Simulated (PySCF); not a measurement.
Problem. Write Cartesian coordinates for `Cc1ccn([SiH3])c1` as optimised with PBE0-D3(BJ)/def2-SVP.

Solution. 
```xyz
16
C5H9NSi angstrom
C     -2.236   -0.012   -0.267
C     -0.791   -0.354   -0.413
C     -0.203   -1.654   -0.315
C      1.148   -1.517   -0.518
N      1.431   -0.185   -0.744
Si     3.041    0.511   -0.961
C      0.243    0.517   -0.675
H     -2.626   -0.320    0.717
H     -2.851   -0.516   -1.029
H     -2.403    1.070   -0.367
H     -0.726   -2.589   -0.121
H      1.938   -2.265   -0.529
H      3.485    1.237    0.265
H      3.956   -0.628   -1.243
H      3.003    1.468   -2.103
H      0.217    1.596   -0.823
```

Any rigid rotation of these coordinates is as good. Atoms count from 1 in this order. The 5-membered ring C2–C3–C4–N5–C7 has internal angles of 106.3° to 109.5°; it is planar, 0.00 Å rms from its mean plane, widest ring torsion 0°. The 4 C–C bonds span 1.373 Å (C3–C4, aromatic) to 1.493 Å (C1–C2, drawn single), a spread of 0.120 Å. Si6 (SiH3 silicon) is tetrahedral (angles from 106.4° to 111.2°). N5 (pyrrole-type nitrogen) is planar (angles 126.1°, 125.9° and 107.8°, sum 359.9°, 0.03 Å off the plane of its three neighbours).

Bonds between heavy atoms (Å): C1–C2 1.493, C2–C3 1.430, C3–C4 1.373, C4–N5 1.380, N5–Si6 1.767, N5–C7 1.382, C2–C7 1.377.

The calculation used PBE0-D3(BJ)/def2-SVP geometry optimisation, gas phase (PySCF 2.14.0).

Not checked by PBE0-D3(BJ)/def2-SVP frequencies.
